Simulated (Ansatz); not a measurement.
Two structures, one formula

The two ends of one reaction step of BH$_{4}$O$_{2}$F, singlet (PBE0-D4/def2-TZVP).

A:

```
8
angstrom
B -0.7040 0.2157 0.1546
F -0.3874 1.3838 -0.4317
O -1.2219 -0.7974 -0.5763
O -0.5137 0.0440 1.4824
H 2.2367 -0.2234 -0.6794
H 2.0444 -0.8662 -0.3516
H -1.3139 -0.5755 -1.5050
H -0.1401 0.8189 1.9069
```

B:

```json
{"atom": "B1", "x (Å)": "-0.3364", "y (Å)": "-0.5007", "z (Å)": "0.3242"}
{"atom": "F2", "x (Å)": "1.2975", "y (Å)": "1.9549", "z (Å)": "-1.2638"}
{"atom": "O3", "x (Å)": "-1.3203", "y (Å)": "-1.0202", "z (Å)": "-0.4401"}
{"atom": "O4", "x (Å)": "-0.6219", "y (Å)": "-0.1962", "z (Å)": "1.6080"}
{"atom": "H5", "x (Å)": "1.1364", "y (Å)": "1.1370", "z (Å)": "-0.8591"}
{"atom": "H6", "x (Å)": "0.7809", "y (Å)": "-0.3347", "z (Å)": "-0.1231"}
{"atom": "H7", "x (Å)": "-1.0539", "y (Å)": "-1.2109", "z (Å)": "-1.3405"}
{"atom": "H8", "x (Å)": "0.1176", "y (Å)": "0.1707", "z (Å)": "2.0943"}
```

Computed with Ansatz 0.2.0 (basis: def2-TZVPP); correlated methods freeze the cores. B3LYP uses VWN-RPA correlation.

(1) Which structure is lower at CCSD(T), and by how much? (Judge from chemistry; the value comes from the calculation.)

T1 diagnostic: at most 0.012.

Results:

(1) The calculation gives: A, by 1.207 eV (electronic energy, against the other). By their contacts, A is a complex of BH₂O₂F ([OH][B]([OH])[F]) + H₂ and B is a complex of BH₃O₂ ([OH][BH][OH]) + HF.

All methods give the same order:

| method | E(B) − E(A) (eV) |
| --- | --- |
| SPW92 | 1.113 |
| PBE-D4 | 1.108 |
| BLYP-D4 | 1.170 |
| r2SCAN-D4 | 1.262 |
| B97M-V | 1.274 |
| PBE0-D4 | 1.151 |
| B3LYP-D4 | 1.199 |
| r2SCAN0-D4 | 1.263 |
| BHLYP-D4 | 1.257 |
| CAM-B3LYP-D4 | 1.224 |
| wB97X-V | 1.212 |
| wB97M-V | 1.224 |
| B2PLYP | 1.202 |
| PBE-QIDH | 1.196 |
| RPA on PBE | 1.199 |
| HF | 1.338 |
| MP2 | 1.210 |
| CCSD | 1.215 |
| CCSD(T) | 1.207 |

Labels in which every atom is bracketed show which atoms are joined, not bond orders.

For scale, one of the runs: CCSD(T)/def2-TZVPP, 180 basis functions, launched by `ansatz run in.yaml --threads 2 --pin off --events-out ev --progress --plain --max-ram 4352MiB`. Hardware: 2 CPU threads of an Arm Neoverse V1, shared host. Wall time 65 s; peak host memory 1.9 GiB.
